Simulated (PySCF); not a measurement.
C4H9S2, SMILES CC(S[S])(C)C, doublet (GFN2-xTB optimised geometry):

```
15

C      0.542    -1.377     1.214
C      0.137     0.087     1.224
C      0.545     0.774     2.516
C      0.653     0.827     0.000
S     -1.741     0.172     1.087
S     -2.439    -0.762     2.640
H      0.088    -1.905     2.051
H      0.230    -1.858     0.289
H      1.624    -1.463     1.302
H      0.233     1.816     2.514
H      1.627     0.736     2.630
H      0.092     0.276     3.372
H      0.307     0.348    -0.913
H      0.307     1.858     0.000
H      1.741     0.827     0.000
```

Level of theory: unrestricted CAM-B3LYP/def2-TZVP in PySCF.

Problem. What are the frontier orbital energies (α orbitals alone; a β orbital can be the lowest empty one) and the dipole moment?

Solution. HOMO-2 -10.93 eV, HOMO-1 -8.19 eV, HOMO -7.75 eV, LUMO 1.28 eV, LUMO+1 1.81 eV; dipole moment 2.75 D.

Meta-Löwdin charges at CAM-B3LYP/def2-TZVP: C1 -0.34, C2 0.03, C3 -0.34, C4 -0.34, S5 0.17, S6 -0.22, H7 0.12, H8 0.11, H9 0.11, H10 0.11, H11 0.11, H12 0.12, H13 0.11, H14 0.11, H15 0.12.
